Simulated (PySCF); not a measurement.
C₄H₁₀NO, charge +2, doublet, at a GFN2-xTB geometry of the parent state (a state made from the parent by changing its charge; the spin is typed, not shown lowest); PySCF with PBE/STO-3G.

The PySCF input:
```python
from pyscf import gto, scf, dft

mol = gto.M(
    atom='''
C     1.844512   -0.160326   -0.886132
C     0.816136    0.220325    0.093132
O     0.870031    0.831101    1.092537
N    -0.605328   -0.311013   -0.314959
C    -1.510150    0.839698   -0.498688
C    -1.095042   -1.220787    0.738171
H     2.810454    0.226531   -0.565851
H     1.913712   -1.244710   -0.977816
H     1.613648    0.244727   -1.871890
H    -0.533928   -0.826754   -1.198096
H    -2.514174    0.495270   -0.739116
H    -1.543893    1.419569    0.423003
H    -1.150335    1.477528   -1.304278
H    -0.433545   -2.080429    0.831478
H    -1.119179   -0.688599    1.688485
H    -2.098442   -1.568309    0.499601
''',
    basis='sto-3g',
    charge=2,
    spin=1,
    verbose=4,
)

mf = dft.UKS(mol)
mf.xc = 'pbe'
mf.kernel()
mf.analyze()
```

The log (banner, timings and long lists left out):

```
PySCF version 2.14.0

[INPUT] verbose = 4
[INPUT] num. atoms = 16
[INPUT] num. electrons = 47
[INPUT] charge = 2
[INPUT] spin (= nelec alpha-beta = 2S) = 1
[INPUT] symmetry False subgroup None
[INPUT] Mole.unit = angstrom
[INPUT] Symbol           X                Y                Z      unit          X                Y                Z       unit  Magmom
[...]
nuclear repulsion = 262.054644864349
number of shells = 28
number of NR pGTOs = 120
number of NR cGTOs = 40
basis = sto-3g
ecp = {}

******** <class 'pyscf.dft.uks.UKS'> ********
method = UKS
initial guess = minao
damping factor = 0
level_shift factor = 0
DIIS = <class 'pyscf.scf.diis.CDIIS'>
diis_start_cycle = 1
diis_space = 8
diis_damp = 0
SCF conv_tol = 1e-09
SCF conv_tol_grad = None
SCF max_cycles = 50
direct_scf = True
direct_scf_tol = 1e-13
number electrons alpha = 24  beta = 23
XC library pyscf.dft.libxc version 7.1.2
    S. Lehtola, C. Steigemann, M. J. T. Oliveira, and M. A. L. Marques,  SoftwareX 7, 1–5 (2018)
XC functionals = pbe
    J. P. Perdew, K. Burke, and M. Ernzerhof,  Phys. Rev. Lett. 77, 3865 (1996)
    J. P. Perdew, K. Burke, and M. Ernzerhof,  Phys. Rev. Lett. 78, 1396 (1997)
    J. P. Perdew, K. Burke, and M. Ernzerhof,  Phys. Rev. Lett. 77, 3865 (1996)
    J. P. Perdew, K. Burke, and M. Ernzerhof,  Phys. Rev. Lett. 78, 1396 (1997)
radial grids:
    Treutler-Ahlrichs [JCP 102, 346 (1995); DOI:10.1063/1.469408] (M4) radial grids

becke partition: Becke, JCP 88, 2547 (1988); DOI:10.1063/1.454033
pruning grids: <function nwchem_prune>
grids dens level: 3
symmetrized grids: False
atomic radii adjust function: <function treutler_atomic_radii_adjust>
small_rho_cutoff = 0
Set gradient conv threshold to 3.16228e-05
tot grids = 182536
init E= -284.990799308132

cycle= 1 E= -283.498139362176  delta_E= 1.49  |g|= 0.522  |ddm|= 3.43
cycle= 2 E= -282.524355404313  delta_E= 0.974  |g|= 1.47  |ddm|=  2.1
cycle= 3 E= -283.526774693754  delta_E=   -1  |g|= 0.366  |ddm|= 1.86
cycle= 4 E= -283.642940379133  delta_E= -0.116  |g|= 0.163  |ddm|= 0.944
cycle= 5 E= -283.660206522644  delta_E= -0.0173  |g|= 0.048  |ddm|= 0.178
cycle= 6 E= -283.661794222136  delta_E= -0.00159  |g|= 0.0153  |ddm|= 0.0764
cycle= 7 E= -283.661913260976  delta_E= -0.000119  |g|= 0.00485  |ddm|= 0.0196
cycle= 8 E= -283.661929664697  delta_E= -1.64e-05  |g|= 0.000913  |ddm|= 0.00847
cycle= 9 E= -283.661930419024  delta_E= -7.54e-07  |g|= 0.000398  |ddm|= 0.00244
cycle= 10 E= -283.661930592799  delta_E= -1.74e-07  |g|= 0.000171  |ddm|= 0.00117
cycle= 11 E= -283.661930623434  delta_E= -3.06e-08  |g|= 6.16e-05  |ddm|= 0.000426
cycle= 12 E= -283.66193062601  delta_E= -2.58e-09  |g|= 2.7e-05  |ddm|= 0.000135
cycle= 13 E= -283.661930626731  delta_E= -7.21e-10  |g|= 3.33e-06  |ddm|= 5.52e-05
Extra cycle  E= -283.66193062667  delta_E= 6.12e-11  |g|= 1.07e-05  |ddm|= 1.63e-05
converged SCF energy = -283.66193062667  <S^2> = 0.75401466  2S+1 = 2.0040106
**** SCF Summaries ****
Total Energy =                        -283.661930626669744
Nuclear Repulsion Energy =             262.054644864349314
One-electron Energy =                 -880.394253146127767
Two-electron Energy =                  334.677677655108766
Two-electron Coulomb Energy =          374.279682156768786
DFT Exchange-Correlation Energy =      -39.602004501660033
**** MO energy ****
                             alpha | beta                alpha | beta
[...]
To work with the spin densities directly, `use mulliken_meta_spin()` only printing them here.

 ** Mulliken spin pop alpha/beta on meta-lowdin orthogonal AOs **
 ** Mulliken Spin Density (per AO)  **
spin_pop of  0 C 1s       -0.00000
spin_pop of  0 C 2s        0.00492
spin_pop of  0 C 2px       0.04679
spin_pop of  0 C 2py       0.00939
spin_pop of  0 C 2pz       0.05065
spin_pop of  1 C 1s        0.00000
spin_pop of  1 C 2s       -0.01003
spin_pop of  1 C 2px      -0.01847
spin_pop of  1 C 2py      -0.02851
spin_pop of  1 C 2pz      -0.01264
spin_pop of  2 O 1s       -0.00000
spin_pop of  2 O 2s        0.00566
spin_pop of  2 O 2px       0.57330
spin_pop of  2 O 2py       0.03880
spin_pop of  2 O 2pz       0.02493
spin_pop of  3 N 1s       -0.00000
spin_pop of  3 N 2s        0.01351
spin_pop of  3 N 2px       0.14600
spin_pop of  3 N 2py       0.01989
spin_pop of  3 N 2pz       0.01128
spin_pop of  4 C 1s       -0.00000
spin_pop of  4 C 2s       -0.00115
spin_pop of  4 C 2px       0.03080
spin_pop of  4 C 2py      -0.00353
spin_pop of  4 C 2pz      -0.00034
spin_pop of  5 C 1s       -0.00000
spin_pop of  5 C 2s       -0.00115
spin_pop of  5 C 2px       0.03061
spin_pop of  5 C 2py      -0.00082
spin_pop of  5 C 2pz      -0.00287
spin_pop of  6 H 1s       -0.00063
spin_pop of  7 H 1s        0.00012
spin_pop of  8 H 1s        0.00012
spin_pop of  9 H 1s       -0.00189
spin_pop of  10 H 1s        0.03184
spin_pop of  11 H 1s        0.00078
spin_pop of  12 H 1s        0.00502
spin_pop of  13 H 1s        0.00502
spin_pop of  14 H 1s        0.00078
spin_pop of  15 H 1s        0.03184
 ** Mulliken Spin Density (per atom)  **
spin density of  0 C =      0.11175
spin density of  1 C =     -0.06965
spin density of  2 O =      0.64269
spin density of  3 N =      0.19068
spin density of  4 C =      0.02577
spin density of  5 C =      0.02577
spin density of  6 H =     -0.00063
spin density of  7 H =      0.00012
spin density of  8 H =      0.00012
spin density of  9 H =     -0.00189
spin density of  10 H =      0.03184
spin density of  11 H =      0.00078
spin density of  12 H =      0.00502
spin density of  13 H =      0.00502
spin density of  14 H =      0.00078
spin density of  15 H =      0.03184
 ** Mulliken pop alpha/beta on meta-lowdin orthogonal AOs **
 ** Mulliken pop       alpha | beta **
[...]
In total            24.00000 | 23.00000
 ** Mulliken atomic charges   ( Nelec_alpha | Nelec_beta ) **
charge of  0C =     -0.13392  (     3.12284      3.01108 )
charge of  1C =      0.28338  (     2.82349      2.89314 )
charge of  2O =      0.27516  (     4.18376      3.54108 )
charge of  3N =      0.10298  (     3.54385      3.35317 )
charge of  4C =     -0.06840  (     3.04708      3.02131 )
charge of  5C =     -0.06841  (     3.04709      3.02132 )
charge of  6H =      0.16698  (     0.41620      0.41682 )
charge of  7H =      0.16671  (     0.41671      0.41659 )
charge of  8H =      0.16671  (     0.41670      0.41659 )
charge of  9H =      0.26749  (     0.36531      0.36720 )
charge of  10H =      0.16222  (     0.43481      0.40297 )
charge of  11H =      0.12660  (     0.43709      0.43631 )
charge of  12H =      0.13183  (     0.43659      0.43158 )
charge of  13H =      0.13184  (     0.43659      0.43157 )
charge of  14H =      0.12661  (     0.43709      0.43631 )
charge of  15H =      0.16222  (     0.43481      0.40297 )

WARN: System has nonzero charge 2; the dipole moment is origin-dependent.
Location of origin: [0. 0. 0.]

Dipole moment(X, Y, Z, Debye): -0.20829, -1.41994, -2.29555
```
